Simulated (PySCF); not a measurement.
C3H10OSi2, SMILES C(C)(=O)[SiH2]C[SiH3].

The structure is a stationary point at PBE0-D3(BJ)/def2-SVP. This is a generated structure with no PubChem entry under its InChIKey; it may be hypothetical. Other conformers were not sampled.

Method: TDA-LC-ωPBE/def2-SVPD in PySCF.

Vertical excitations. 

Computed lowest excited states:
```
state  energy (eV)  λ (nm)      f                                                            main pairs
-----  -----------  ------  -----  --------------------------------------------------------------------
S1            3.63     341  0.001                                                        HOMO→LUMO 93 %
S2            7.06     176  0.001  HOMO→LUMO+1 54 %, HOMO→LUMO+3 16 %, HOMO→LUMO+2 9 %, HOMO→LUMO+7 8 %
S3            7.52     165  0.000                                                      HOMO→LUMO+2 67 %
S4            7.76     160  0.012                  HOMO−1→LUMO 34 %, HOMO−7→LUMO 28 %, HOMO−2→LUMO 17 %
S5            8.02     155  0.308                  HOMO→LUMO+4 48 %, HOMO→LUMO+3 15 %, HOMO→LUMO+5 10 %
S6            8.27     150  0.009                   HOMO−1→LUMO 37 %, HOMO−5→LUMO 22 %, HOMO−7→LUMO 6 %
T1            2.88     431      0                                                        HOMO→LUMO 93 %
T2            5.79     214      0                 HOMO−6→LUMO 60 %, HOMO−4→LUMO 16 %, HOMO−10→LUMO 13 %
```
Triplets are in the Tamm–Dancoff approximation.
